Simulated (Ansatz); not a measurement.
`C=[CH][Sn]([CH]=C)([CH]=C)[CH]=C` → 8 C• + 12 H• + Sn•  (atomization)

Calculated with Ansatz (gas phase, PBE0-D4/def2-TZVP geometries, no zero-point term in ΔE). CCSD(T)/CBS is the MP2 limit (def2-TZVPP, def2-QZVPP) plus CCSD(T) − MP2 in def2-TZVPP, frozen cores. This one scheme is used for every species, atoms too. DFT in def2-TZVPP. No spin–orbit coupling; open shells (•) take unrestricted orbitals. Spin–orbit coupling would lower the free atoms: a little for C; strongly for Sn. Elements past krypton have def2 core potentials. For Sn outer-core shells are correlated without core-valence functions, so the limit isn't a true one: a few kJ/mol of doubt a bond, and 10 to 20 or more in all where bonds break to atoms. One conformer a species, not always the lowest.

| level | ΔE (eV) |
| --- | --- |
| revPBE-D4 | 88.58 |
| r2SCANh-D4 | 88.20 |
| r2SCAN0-D4 | 87.50 |
| LC-ωPBE | 88.16 |

Problem. What does CCSD(T)/CBS give? (Best estimate.)

Solution. The calculation gave: +88.76 eV. The listed levels differ from it by -0.18, -0.56, -1.26, -0.60 eV.

Largest T1 diagnostic among the species: 0.012.

In def2-TZVPP, CCSD(T) changes the Hartree–Fock value by +21.35 eV (the triples alone add +1.50 eV) and MP2 by +22.56 eV; breaking electron pairs costs correlation energy, which Hartree–Fock lacks. From BLYP to BHLYP (50 % exact exchange), in def2-TZVPP and without D4, ΔE moves by −1.83 eV: exact exchange takes away binding that semilocal exchange gives to molecules.

For atomizations the MP2-based limit and the directly extrapolated one differ by several kJ/mol either way, and by 10 to 25 for some Ge, Se and Sn compounds, so smaller differences from it don't rank the levels.
